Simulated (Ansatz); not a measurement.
Ru4⁻, relaxed as a doublet with UKS PBE0-D4/def2-SVPD in Ansatz, starting from the GFN2-xTB geometry. Force threshold 0.02 eV/Å.

In the def2 sets Ru takes a core potential; there is no spin–orbit coupling. The charge -1 doublet is spin-contaminated (final ⟨S²⟩ up to 5.11, 0.75 for a pure state). Another isomer (quartet) lies 1.15 eV lower at PBE0-D4/def2-TZVPD; other spin states weren't run for this one.

Start:

```tsv
atom	x (Å)	y (Å)	z (Å)
Ru1	-1.500	0.708	2.241
Ru2	0.843	1.238	0.189
Ru3	-0.902	-1.203	-0.179
Ru4	1.559	-0.743	-2.251
```

Estimate the energy that the relaxation releases and the steps that it takes.

221.4 kJ/mol, in 12 steps; 2.8 min on 4 threads of Arm Neoverse V2 on a shared host. No frequencies were taken in this run, so the end may be a saddle point.

Does the start keep its bonding and symmetry?

By distances, no bond broke or formed. The bond that changes most is Ru2–Ru3, from 3.02 to 2.23 Å (atoms count from 1). Point group C2h at the start, Cs at the end, both within 0.05 Å.

Predict the relaxed structure.


Cartesian coordinates in Å:
```
Ru -1.274 0.625 1.892
Ru 0.630 0.875 0.125
Ru -0.682 -0.914 -0.110
Ru 1.327 -0.586 -1.907
```
Bond lengths (bridged metal pairs left out): 5 × Ru–Ru 2.23 to 2.72 Å.
